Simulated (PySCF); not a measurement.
Question: What does the PBE0-D3(BJ)/def2-SVP structure of `C#C[Si@H](O)[SiH2]N` look like in three dimensions?

Answer: 
```xyz
13
C2H7NOSi2 angstrom
C      2.0370   -0.0678   -2.2545
C      1.4659    0.3154   -1.2491
Si     0.5868    0.8441    0.2795
O      1.6598    1.0011    1.5499
Si    -1.0020   -0.7552    0.9076
N     -2.2248   -0.7402   -0.3272
H      2.5372   -0.4094   -3.1433
H     -0.0593    2.1564   -0.0526
H      2.4257    1.5615    1.3938
H     -1.4630   -0.4501    2.3072
H     -0.3903   -2.1181    0.9340
H     -2.9011   -1.4950   -0.3681
H     -2.6668    0.1404   -0.5681
```

Orientation and origin are arbitrary. Atoms count from 1 in this order. Si5 (SiH2 silicon) is distorted tetrahedral (angles from 106.3° to 116.3°). Si3 (oxygen-bound silicon) is distorted tetrahedral (angles from 105.8° to 111.4°). N6 (silicon-bound nitrogen) has angles 119.4°, 118.9° and 110.2°, sum 348.5°, 0.23 Å off the plane of its three neighbours.

Bonds between heavy atoms (Å): C1≡C2 1.218, C2–Si3 1.841, Si3–O4 1.670, Si3–Si5 2.340, Si5–N6 1.738.

The calculation used PySCF 2.14.0, PBE0-D3(BJ)/def2-SVP geometry optimisation, gas phase.

Point group: C1 (no symmetry element, even within 0.4 Å). PBE0-D3(BJ)/def2-SVP frequencies: not computed here. One conformer, not necessarily the lowest (C2–Si3–O4–H 53°, C2–Si3–Si5–N6 -67°, Si3–Si5–N6–H 166° and -54°).
